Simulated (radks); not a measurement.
Values are calculated unless marked as measured or tabulated.
Problem. Coherent X-ray form factor from a spherical all-electron density. Level of theory: non-relativistic Kohn-Sham, TPSS, spin-polarised, spherical densities, point nucleus; meta-GGA in the generalised Kohn-Sham scheme (a radial shooting solver on a logarithmic mesh with Libxc functionals).

| sin(theta)/lambda (1/angstrom) | f0 (electrons) |
|---|---|
| 0.05 | 50.895 |
| 0.1 | 48.134 |
| 0.15 | 44.774 |
| 0.2 | 41.522 |
| 0.25 | 38.597 |
| 0.3 | 35.966 |
| 0.4 | 31.300 |
| 0.5 | 27.303 |
| 0.6 | 24.042 |
| 0.8 | 19.575 |
| 1 | 16.777 |
| 1.25 | 14.009 |
| 1.5 | 11.487 |
| 2 | 7.693 |

The species is in the configuration that NIST lists as its ground one. Which atom or ion scatters so?

Solution. Neutral tellurium, [Kr] 4d10 5s2 5p4. Extrapolating in s^2 from the first two rows gives f0(0) = 51.8, near the electron count 52; among species with that count, the fall with angle is slower the higher Z, and the table is that of Z = 52; from so few rows the species is fixed only to a neighbour or two.
